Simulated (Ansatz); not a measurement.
One geometry of the cluster Li4S, several levels of theory.

```yaml
crystal:
  periodic: [false, false, false]
  atoms:
    - {symbol: Li, position_ang: [-2.843430, -0.528624, -1.644854]}
    - {symbol: Li, position_ang: [-0.370303, -1.412081, -0.109685]}
    - {symbol: Li, position_ang: [-0.610144, 1.160034, -0.460917]}
    - {symbol: Li, position_ang: [2.784613, 0.646412, 1.620377]}
    - {symbol: S, position_ang: [1.039264, 0.134258, 0.595070]}
basis:
  gaussian: {orbitals: def2-TZVP, initial_orbitals: start.molden}
hamiltonian: {xc: {name: r2SCAN0}, dispersion: d4}
scf: {omitted_lower_state_checks: [starts]}
output: {orbitals: {seedname: orbitals}}
```

The file start.molden holds the orbitals of an earlier run on this structure, at another level or in another basis.

```sh
$ ansatz run in.yaml --threads 4 --pin off --events-out ev --progress --plain --max-ram 3916MiB
```

Shortened log:

```
Functional definition: r2SCAN0
787 factors; their error is unknown
mean field evaluation 1: about -11655.1957 eV, gradient 6.4e0 eV
mean field evaluation 2: about -11655.2316 eV, gradient 4.6e-2 eV
mean field evaluation 4: about -11655.2527 eV, gradient 1.2e-4 eV
mean field -11655.25266271 eV, -428.3226351406 hartree, gradient 2.6e-5 eV, S^2 0.000000; 0 other end points of the search recorded, 0 dependent functions left out
reference -11655.25267912 eV, -428.3226357435 hartree; 14, 14 occupied and 79, 79 virtual orbitals, 787 factors
Total energy: -11655.27429179 eV, -428.3234299946 hartree
Checks for a lower state left out: starts
```

Run time 1.3 s (4 threads of Arm Neoverse V2 on a shared host).

First input, but with `hamiltonian: {xc: pbe0, dispersion: d4}` and without the key `scf` (abridged; 0.85 s):

```
Functional definition: PBE0
mean field evaluation 16: about -11650.9043 eV, gradient 1.8e-2 eV
mean field -11650.90426764 eV, -428.1628345692 hartree, gradient 5.2e-5 eV, S^2 0.000000; 1 other end points of the search recorded, 0 dependent functions left out
Total energy: -11650.97363925 eV, -428.1653839290 hartree
```

The first input with `hamiltonian: {xc: lda}` (abridged; 0.35 s):

```
Functional definition: SPW92
mean field -11604.63989536 eV, -426.4626502470 hartree, gradient 2.2e-5 eV, S^2 0.000000
Total energy: -11604.63994598 eV, -426.4626521072 hartree
Checks for a lower state left out: starts
```

Geometry: B3LYP-D4/def2-TZVP.

The order of the spin states hangs on the level: the triplet lies 0.07 eV below the singlet at r2SCAN0-D4/def2-TZVP, but 0.05 eV above it at LDA (SPW92)/def2-TZVP. The structure comes from a short search, and lower isomers may exist.
